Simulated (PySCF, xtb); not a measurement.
Si(Cl)2(Me)(SH) (CH4Cl2SSi), SMILES Cl[Si](S)(Cl)C.

GFN2-xTB (xtb) at its own geometry gives an orbital gap of 5.08 eV and a dipole moment of 2.72 D.

Coordinates come from a PBE-D3(BJ)/def2-SVP optimisation. The values are those of a single conformer.

### Question
What does HF/def2-TZVP (PySCF) give? (The exact figures need the calculation; the answer reports its results.)

### Answer
gap 13.94 eV (levels -10.77 and 3.17 eV), dipole 2.52 D.
